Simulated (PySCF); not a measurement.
Electron correlation in Tc²⁺ (technetium, charge +2)

[Kr] 4d4 5p1, one real determinant (an excited configuration). All numbers are calculated (PySCF 2.14, scalar relativity through the core potential, in aug-cc-pVTZ-PP with ECP28MDF (6s6p5d3f2g, 88 functions)). Frozen: 4s2 4p6; 5 electrons correlated.

MP2 pair energies summed by pair of shells (mhartree):

```csv
pair,energy,share (%)
4d-4d,-35.51,72.9
4d-5p,-13.18,27.1
```

Total MP2 correlation energy: -48.69 mhartree.

Same-spin part -48.69 and opposite-spin part 0.00 mhartree; SCS-MP2 scales them by 1/3 and 6/5 to -16.23 mhartree.

The reference is one real determinant that mixes LS terms of this configuration.
